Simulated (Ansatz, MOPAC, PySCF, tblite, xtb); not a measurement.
Energy landscape of H2F (cation, charge +1), singlet: map of symmetric stretch and bend. Scanned: F-H bond length and H-F-H angle.

Levels of theory: GFN2-xTB, 300 K electronic temperature (tblite); RHF/def2-SVP (PySCF); FCI/cc-pVDZ = Ansatz (a quantum-chemistry and plane-wave program) with full CI/cc-pVDZ, frozen core; RHF/cc-pVDZ (Ansatz); MP2/cc-pVDZ = MP2 on RHF/cc-pVDZ, frozen core in Ansatz; CCSD/cc-pVDZ = CCSD on RHF/cc-pVDZ, frozen core in Ansatz; CCSD(T)/cc-pVDZ = Ansatz with CCSD(T) on RHF/cc-pVDZ, frozen core; CCSDT/cc-pVDZ = Ansatz with CCSDT on RHF/cc-pVDZ, frozen core; CCSDT(Q)/cc-pVDZ = CCSDT(Q) on RHF/cc-pVDZ, frozen core in Ansatz; RKS-PBE0/cc-pVDZ = restricted PBE0/cc-pVDZ run with Ansatz; RKS-CAM-B3LYP/cc-pVDZ = restricted CAM-B3LYP/cc-pVDZ in Ansatz; RKS-PBE/cc-pVDZ = restricted PBE/cc-pVDZ run with Ansatz; PM7, restricted, heats of formation (MOPAC); PM6, restricted, heats of formation (MOPAC); GFN1-xTB (xtb); RKS-B3LYP/6-31G* = restricted B3LYP/6-31G*, spherical d (PySCF 2.14.0); RKS-B3LYP/3-21G = restricted B3LYP/3-21G (PySCF); RKS-B3LYP/6-311+G** = restricted B3LYP/6-311+G**, spherical d run with PySCF; RHF/6-31G* = restricted Hartree-Fock/6-31G*, spherical d (PySCF).

Energies in kcal/mol at chosen points (x: F-H bond length (Å); y: H-F-H angle (°)), relative to x = 0.95, y = 110.09:

| method | (0.92, 171.40) | (0.82, 127.80) | (0.87, 118.64) | (0.92, 127.80) | (1.16, 127.80) | (0.92, 180) | (1.30, 152.44) |
|---|---|---|---|---|---|---|---|
| GFN2-xTB | -5.2 | 29.0 | 10.5 | -2.2 | 9.9 | -5.2 | 29.6 |
| RHF | 14.1 | 27.3 | 8.2 | 2.2 | 33.9 | 14.6 | 74.6 |
| FCI/cc-pVDZ | 19.6 | 33.7 | 12.2 | 5.0 | 28.1 | 20.2 | 69.5 |
| RHF/cc-pVDZ | 15.6 | 27.3 | 8.2 | 2.6 | 33.6 | 16.2 | 74.1 |
| MP2/cc-pVDZ | 19.2 | 33.9 | 12.4 | 5.0 | 27.4 | 19.8 | 68.2 |
| CCSD/cc-pVDZ | 19.3 | 33.3 | 11.9 | 4.9 | 28.6 | 20.0 | 70.0 |
| CCSD(T)/cc-pVDZ | 19.5 | 33.6 | 12.1 | 5.0 | 28.2 | 20.2 | 69.6 |
| CCSDT/cc-pVDZ | 19.5 | 33.6 | 12.1 | 5.0 | 28.2 | 20.2 | 69.6 |
| CCSDT(Q)/cc-pVDZ | 19.6 | 33.7 | 12.2 | 5.0 | 28.1 | 20.2 | 69.5 |
| RKS-PBE0/cc-pVDZ | 16.8 | 33.4 | 12.2 | 4.5 | 25.7 | 17.4 | 64.3 |
| RKS-CAM-B3LYP/cc-pVDZ | 16.1 | 34.4 | 12.9 | 4.4 | 24.0 | 16.6 | 62.0 |
| RKS-PBE/cc-pVDZ | 17.6 | 36.6 | 14.3 | 5.4 | 21.3 | 18.1 | 58.3 |
| PM7 | 21.0 | 27.8 | 10.4 | 6.1 | 22.3 | 21.6 | 47.3 |
| PM6 | 31.4 | 58.6 | 26.7 | 12.8 | 7.5 | 32.1 | 33.0 |
| GFN1-xTB | -2.6 | 26.6 | 9.2 | -1.4 | 15.5 | -2.5 | 40.5 |
| RKS-B3LYP/6-31G* | 21.1 | 38.7 | 15.3 | 5.7 | 21.4 | 21.8 | 59.6 |
| RKS-B3LYP/3-21G | 14.0 | 43.6 | 18.6 | 4.3 | 12.1 | 14.5 | 48.8 |
| RKS-B3LYP/6-311+G** | 16.6 | 32.3 | 11.6 | 3.7 | 25.5 | 17.2 | 62.4 |
| RHF/6-31G* | 19.9 | 33.3 | 11.7 | 4.1 | 29.3 | 20.7 | 69.9 |
